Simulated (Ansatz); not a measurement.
C2H6BF2N can be A, `CN(C)B(F)F`, or B, `CN(BF)CF`.

Calculated with Ansatz (gas phase, PBE0-D4/def2-TZVP geometries, no zero-point term in ΔE). CBS: MP2 limit from def2 TZ/QZ plus the TZ coupled-cluster correction, frozen cores. Functionals use def2-TZVPP. B3LYP here is the variant with VWN-RPA as its local correlation; programs differ in this. Each species was taken in one conformer, which may not be the lowest.

Task: Which isomer does CCSD(T)/CBS put lower? Give the gap. (Estimate.)

Result: Ansatz gave: A, by 47.0 kcal/mol.

Task: Give E(B) − E(A) in kcal/mol with B3LYP, r2SCAN-D4, CCSD(T)/def2-SVP, MP2/def2-TZVPP, BLYP-D4, B2PLYP, CCSD(T)/def2-TZVPP. (An estimate is asked.)

Result: Computed: B3LYP 45.9, r2SCAN-D4 46.9, CCSD(T)/def2-SVP 48.6, MP2/def2-TZVPP 48.2, BLYP-D4 44.7, B2PLYP 46.7, CCSD(T)/def2-TZVPP 46.9. None reverses the order clearly.

Task: Does the order hold for the free energy at 298.15 K (harmonic terms from PBE0-D4)? (Estimate.)

Result: Computed: Yes: G(B) − G(A) = +46.0 kcal/mol, for one conformer each.

Largest T1 diagnostic: 0.012.

Leaving LDA and LC-ωPBE aside and taking each functional with its dispersion term where it has one, the values, not all of them listed here, spread over 3.6 kcal/mol, from revPBE-D4 to B97M-V. LDA lies +1.4 kcal/mol from PBE without D4. From PBE to PBE0 (25 % exact exchange), in def2-TZVPP and without D4, E(B) − E(A) moves by +1.6 kcal/mol.
